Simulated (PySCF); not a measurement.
## BeS⁺ at PBE0

Level: PBE0. Be pcseg-1, S pcseg-1; no relativity (PySCF 2.14).

* state: ²Π (doublet), unpaired electrons π ↑
* bond length: 1.848 Å
* harmonic wavenumber: 857 cm⁻¹
* force constant: 3.04 mdyn/Å
* rotational constant Be: 0.7017 cm⁻¹
* anharmonicity ωexe: 5.27 cm⁻¹
* vibration–rotation constant αe: 0.00624 cm⁻¹
* well depth De to Be⁺ + S: 3.08 eV
* dissociation energy D0: 3.02 eV
* bond order (Mayer): 1.50
* dipole moment (positive dipole points towards S; it is taken about the centre of mass and depends on that origin): -7.71 D

For an ion De counts to the pair picked by the measured ionisation energies or electron affinities, which need not be the lowest pair at this level. The state was picked by a PBE0 search and need not be the measured ground state.
